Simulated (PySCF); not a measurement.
A GIAO shielding run with PySCF (density fitting, non-relativistic, gas phase) on `FC(F)(F)C(F)(F)F`, C2F6:

```
$ OMP_NUM_THREADS=1 python probes_run.py task.json out

{"job": {"kind": "nmr", "xc": "wB97X-D", "basis": "pcSseg-2", "pop": false}, "charge": 0, "multiplicity": 1}
F     -0.166395     0.513058    -1.667093
C      0.494050     0.077623    -0.604420
F      1.444096     0.948828    -0.295982
F      1.051765    -1.090598    -0.887623
C     -0.479348    -0.081806     0.590228
F     -1.055529     1.081049     0.858075
F     -1.415043    -0.971752     0.292837
F      0.186763    -0.493049     1.659698
```

Hardware: 1 thread of an Arm Neoverse V1, shared host.

(1) How large is the calculation?

(2) How long does it take, and how much memory does it need?

(3) And these other runs on the same molecule and hardware: GIAO shielding at B97-2/pcSseg-2; GIAO shielding at KT3/pcSseg-2; GIAO shielding at PBE0/pcSseg-2?

Answers

(1) 66 electrons, 288 basis functions and 780 auxiliary functions.

(2) 51 s of wall time, with 12 SCF cycles and 5 response iterations; peak memory 1.2 GiB. Times on a shared host scatter by some tens of per cent.

(3) B97-2/pcSseg-2: 288 functions, 37 s; KT3/pcSseg-2: 288 functions, 47 s; PBE0/pcSseg-2: 288 functions, 43 s.
